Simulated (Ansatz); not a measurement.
```csv
atom,x (Å),y (Å),z (Å)
C,1.6249,0.0000,0.0000
C,1.0131,1.2704,0.0000
C,-0.3616,1.5841,0.0000
C,-1.4640,0.7050,0.0000
C,-1.4640,-0.7050,0.0000
C,-0.3616,-1.5841,0.0000
C,1.0131,-1.2704,0.0000
H,2.7099,0.0000,0.0000
H,1.6896,2.1187,0.0000
H,-0.6030,2.6419,0.0000
H,-2.4415,1.1758,0.0000
H,-2.4415,-1.1758,0.0000
H,-0.6030,-2.6419,0.0000
H,1.6896,-2.1187,0.0000
```

Basis set: def2-TZVP (spherical functions). Charge -1, multiplicity 1.

Computed with Ansatz (development build ahead of 0.2.0); each method stands on the lowest determinant of its kind that the runs found.

**Question.** Give the vertical detachment energy (product with multiplicity 2 at the same shape, open shells in the same class of orbitals) of singlet C₇H₇(-) by PBE0 (unrestricted), PBE0 (restricted), UHF, RHF.

**Answer.**

```csv
method,detachment energy
PBE0 (unrestricted),0.37 eV
PBE0 (restricted),-0.15 eV
UHF,-0.43 eV
RHF,-1.09 eV
```

Caution: no diffuse functions for an anion. Caution for PBE0 (unrestricted), UHF: the unrestricted determinant is a mixture of spin states. Caution for PBE0 (restricted), UHF, RHF: a negative value means that the extra electron is not bound at this level. Caution for PBE0 (restricted), RHF: an unrestricted determinant lies well below. Caution for UHF: the unrestricted determinant is spin contaminated.
